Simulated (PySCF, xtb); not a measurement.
hydrogen selenide cation (H2Se), SMILES [SeH2] (connectivity only; charge and spin as stated), charge +1, multiplicity 2.

Harmonic wavenumbers (cm⁻¹) from GFN2-xTB (xtb) at its own minimum, in rising order: 936, 1977, 1983.

Problem. What does PBE-D3(BJ)/def2-TZVPD run with PySCF 2.14.0 give at its own minimum? (The exact figures need the calculation; the answer reports its results.)

Solution. 1007, 2278, 2284. Paired by order, the mean absolute difference is 224 cm⁻¹ and the zero-point energies are 7.0 and 8.0 kcal/mol.
